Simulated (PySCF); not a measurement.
# Bonding in `CC(=O)C[Si@H](O)[SiH2]S`

Compound: C3H10O2SSi2.
Atom-mapped SMILES: `[CH3:1][C:2](=[O:3])[CH2:4][Si@H:5]([OH:6])[SiH2:7][SH:8]` (hydrogens: H9, H10, H11 on C1; H12, H13 on C4; H14 on Si5; H15 on O6; H16, H17 on Si7; H18 on S8)

Geometry (GFN2-xTB, Å), atoms numbered from 1 in this order:
```
atom  x, y, z in Å
C1    -1.8651    1.0734    0.6729
C2    -1.5778   -0.3970    0.5444
O3    -1.7205   -1.1732    1.4720
C4    -1.0254   -0.8389   -0.7580
Si5    0.8098   -1.3456   -0.4141
O6     0.8272   -2.1769    0.9739
Si7    2.1487    0.4981   -0.0797
S8     1.4948    2.0452   -1.4528
H9    -1.0122    1.6509    0.3211
H10   -2.7177    1.3266    0.0443
H11   -2.0934    1.3306    1.7040
H12   -1.1117   -0.0746   -1.5235
H13   -1.5399   -1.7411   -1.0842
H14    1.1937   -2.2575   -1.4970
H15    0.0033   -2.2443    1.4710
H16    2.1098    1.1542    1.2337
H17    3.5660    0.3022   -0.3936
H18    2.5019    2.8743   -1.2460
```

Bond orders from the PBE0/pcSseg-1 density (PySCF). Geometry: GFN2-xTB, one conformer, isolated molecule.

(1) Where do the orders between heavy atoms depart from those drawn in the SMILES?

(2) Set the Mayer orders of the bonds between heavy atoms beside their lengths.

(3) And the bonds to hydrogen?

(4) Sum the orders of all bonds at each heavy atom with more than one neighbour and set the sums beside the valence in the SMILES.

Results:

(1) The largest departure is 0.177, at C4–Si5 (drawn single, 0.823). Drawn single, order below 0.88: C4–Si5 (0.823) and Si5–Si7 (0.869).

(2) 
```tsv
bond	drawn as	length (Å)	Mayer order
C1–C2	single	1.504	1.020
C2–O3	double	1.218	1.910
C2–C4	single	1.482	1.007
C4–Si5	single	1.935	0.823
Si5–O6	single	1.618	1.053
Si5–Si7	single	2.303	0.869
Si7–S8	single	2.169	0.973
```

(3) C–H: 0.93 to 0.96 (5 bonds); H–Si: 0.91 to 0.93 (3 bonds); H–O: 0.90 (1 bond); H–S: 0.93 (1 bond).

(4) C1 3.844 (drawn 4), C2 3.937 (drawn 4), C4 3.696 (drawn 4), Si5 3.654 (drawn 4), O6 1.955 (drawn 2), Si7 3.682 (drawn 4), S8 1.902 (drawn 2). Orders between atoms that aren't bonded are not in these sums.

The Mayer order sums products of elements of PS (density times overlap matrix) between the two atoms' basis functions, so it depends on the basis set.
